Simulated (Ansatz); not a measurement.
The same molecule with X = Mg, Zn, Cd. Ansatz, PBE0-D4/def2-TZVP geometries, multiplicity 1.

Elements past krypton have def2 core potentials. Outer-core shells of Cd, Mg, Zn are correlated without core-valence functions. Scalar relativity is left out up to krypton. Spin–orbit coupling is left out.

```
 X       molecule  vertical ionisation energy (CCSD(T)/def2-TZVPP) / eV  mean X–Cl bond length / Å  mean X–F bond length / Å  HOMO energy (PBE/def2-TZVPP) / eV  HOMO–LUMO gap (B3LYP/def2-TZVPP) / eV  HOMO–LUMO gap (PBE0/def2-TZVPP) / eV
Mg  `[F][Mg][Cl]`                                                 11.74                      2.169                     1.744                              -7.66                                   6.65                                  7.26
Zn  `[F][Zn][Cl]`                                                 12.07                      2.073                     1.739                              -7.98                                   6.99                                  7.64
```

(1) Give the row for X = Cd, `[F][Cd][Cl]`. (Estimate.)

Answers

(1) The calculation gave: 
| X | molecule | vertical ionisation energy (CCSD(T)/def2-TZVPP) / eV | mean X–Cl bond length / Å | mean X–F bond length / Å | HOMO energy (PBE/def2-TZVPP) / eV | HOMO–LUMO gap (B3LYP/def2-TZVPP) / eV | HOMO–LUMO gap (PBE0/def2-TZVPP) / eV |
| --- | --- | --- | --- | --- | --- | --- | --- |
| Cd | `[F][Cd][Cl]` | 11.63 | 2.252 | 1.929 | -7.71 | 6.23 | 6.86 |

From Mg to Cd the vertical ionisation energy (CCSD(T)/def2-TZVPP) isn't monotonic: highest at Zn, lowest at Cd; the mean X–Cl bond length isn't monotonic: highest at Cd, lowest at Zn; the mean X–F bond length isn't monotonic: highest at Cd, lowest at Zn; the HOMO energy (PBE/def2-TZVPP) isn't monotonic: highest at Mg, lowest at Zn; the HOMO–LUMO gap (B3LYP/def2-TZVPP) isn't monotonic: highest at Zn, lowest at Cd; the HOMO–LUMO gap (PBE0/def2-TZVPP) isn't monotonic: highest at Zn, lowest at Cd. Bonds lengthen as the atom grows down the group.

B3LYP here is the variant with VWN-RPA as its local correlation; programs differ in this.
